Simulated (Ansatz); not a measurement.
Relaxation of Cl₂H₅NSi₂ (10 atoms, charge 0, multiplicity 1), to a largest force component of 0.02 eV/Å in at most 40 steps.

Method: RKS PBE0-D4/6-31G (Ansatz).

```xyz
10
Properties=species:S:1:pos:R:3:forces:R:3
Si 0.000 0.000 0.000 -1.18 2.12 -1.28
Si 0.000 0.000 2.220 0.19 -0.23 1.09
H -1.315 -0.407 2.707 -0.73 -0.18 0.20
H 1.010 -0.935 2.707 0.51 -0.51 0.33
H 0.305 1.342 2.707 0.18 0.73 0.19
Cl 2.009 0.000 -0.709 0.72 0.07 -0.37
N -0.857 1.485 -0.606 -0.11 -0.11 -0.10
H -1.877 1.430 -0.889 2.11 0.39 0.37
H -0.337 2.406 -0.677 -1.28 -1.76 -0.05
Cl -1.003 -1.738 -0.709 -0.42 -0.52 -0.39
```

Q: Where does it end, and by what steps?

A: The forces met the threshold. The force dipped under the threshold on the way, but the program's further checks kept it going. Limits of this set-up: no polarisation functions. After 15 steps the energy has fallen by 0.526 eV; H9 moved furthest, 0.94 Å.

| step | energy less start (eV) | largest force component (eV/Å) | accepted |
| --- | --- | --- | --- |
| 0 | 0.0000 | 2.118 | yes |
| 1 | -0.4050 | 0.966 | yes |
| 2 | -0.4600 | 0.353 | yes |
| 3 | -0.4702 | 0.062 | yes |
| 4 | -0.4820 | 0.174 | yes |
| 5 | -0.5008 | 0.163 | yes |
| 6 | -0.5065 | 0.492 | yes |
| 7 | -0.5185 | 0.111 | yes |
| 8 | -0.5250 | 0.035 | yes |
| 9 | -0.5258 | 0.025 | yes |
| 10 | -0.5255 | 0.113 | no |
| 11 | -0.5260 | 0.003 | yes |
| 12 | -0.5261 | 0.059 | yes |
| 13 | -0.5261 | 0.022 | yes |
| 14 | -0.5261 | 0.022 | no |
| 15 | -0.5261 | 0.008 | yes |

```xyz
10
Properties=species:S:1:pos:R:3
Si -0.058 0.064 -0.012
Si 0.061 0.035 2.330
H -1.329 -0.096 2.874
H 0.913 -1.123 2.744
H 0.671 1.331 2.781
Cl 1.986 -0.022 -0.812
N -0.944 1.415 -0.645
H -1.273 1.451 -1.599
H -1.082 2.262 -0.117
Cl -1.011 -1.735 -0.793
```

Run time: 82 s on 1 thread of Arm Neoverse V1 (shared host), peak memory 0.18 GiB.
